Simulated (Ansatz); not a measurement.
Calculated with Ansatz (gas phase, PBE0-D4/def2-TZVP geometries, no zero-point term in ΔE). CCSD(T)/CBS adds triple-zeta CCSD(T) − MP2 to the extrapolated MP2 energy (def2 sets, frozen cores). This one scheme is used for every species. Functionals use def2-TZVPP. B3LYP here is the variant with VWN-RPA as its local correlation; programs differ in this. For Ga outer-core shells are correlated without core-valence functions, which leaves a few kJ/mol of doubt a bond. Scalar relativity is left out up to krypton. One conformer a species, not always the lowest.

Consider the redistribution: `[GaH2][NH]B1CS1` + BH₃ → `B1CS1` + `B[NH][GaH2]`.

```tsv
level	ΔE (kcal/mol)
B3LYP-D4	-7.3
r2SCANh	-8.5
HF/def2-TZVPP	-5.4
SCS-MP2/def2-TZVPP	-6.9
```

Question: What does CCSD(T)/CBS give? (Best estimate.)

Answer: Computed: -8.0 kcal/mol. The listed levels differ from it by 0.7, -0.5, 2.6, 1.1 kcal/mol.

Question: What do rigid-rotor, harmonic-oscillator terms from PBE0-D4/def2-TZVP frequencies (298.15 K, 1 bar) make of the CCSD(T)/CBS value? (An estimate is asked.)

Answer: Computed: ΔZPE = +1.6 kcal/mol, ΔH = -7.1 kcal/mol, ΔS = 18 J/(mol·K), ΔG = -8.4 kcal/mol.

Largest T1 diagnostic among the species: 0.016.

From BLYP to BHLYP (50 % exact exchange), in def2-TZVPP and without D4, ΔE moves by +2.1 kcal/mol. Leaving LDA and LC-ωPBE aside and taking each functional with its dispersion term where it has one, the values, not all of them listed here, spread over 2.8 kcal/mol, from PBE-D4 to BHLYP-D4. LDA lies −0.8 kcal/mol from PBE without D4. In def2-TZVPP, CCSD(T) changes the Hartree–Fock value by −2.4 kcal/mol (the triples alone add −0.4 kcal/mol) and MP2 by −1.7 kcal/mol.
